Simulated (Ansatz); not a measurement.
C3H8BClO, SMILES `CCOB(C)Cl`. Charge 0, multiplicity 1. All single points use the PBE0-D4/def2-TZVP geometry. It is one conformer, not always the lowest.

```xyz
14

C     1.294   -0.409   -1.681
C     1.121   -0.888   -0.260
O     0.430    0.082    0.519
B    -0.895    0.138    0.704
C    -1.536    1.271    1.562
Cl   -1.962   -1.096   -0.033
H     1.811    0.551   -1.705
H     1.882   -1.133   -2.250
H     0.325   -0.296   -2.171
H     2.090   -1.026    0.225
H     0.583   -1.838   -0.231
H    -2.108    0.847    2.392
H    -2.251    1.845    0.964
H    -0.785    1.953    1.963
```

(1) What is the dipole moment at PBE/def2-TZVPP? (Best estimate.)

(2) And with r2SCAN, B3LYP, ωB97M-V? (Estimate.)

(3) Give the Mulliken charges with PBE, ωB97M-V, r2SCAN in def2-TZVPP. (Best estimate.)

Results:

(1) The calculation gave: 1.35 D, with components (1.30, 0.04, -0.36) D in this frame, pointing from negative to positive charge.

(2) Computed: r2SCAN 1.36 D, B3LYP 1.34 D, ωB97M-V 1.34 D.

(3) The calculation gave: 
```
atom    PBE  ωB97M-V  r2SCAN
  C1  -0.25    -0.29   -0.14
  C2   0.05    -0.03    0.14
  O3  -0.22    -0.28   -0.30
  B4   0.23     0.25    0.32
  C5  -0.35    -0.35   -0.25
 Cl6  -0.20    -0.18   -0.22
  H7   0.09     0.11    0.05
  H8   0.08     0.10    0.04
  H9   0.09     0.10    0.05
 H10   0.09     0.11    0.05
 H11   0.06     0.10    0.04
 H12   0.11     0.12    0.07
 H13   0.11     0.12    0.07
 H14   0.11     0.11    0.07
```

B3LYP here is the variant with VWN-RPA as its local correlation; programs differ in this.
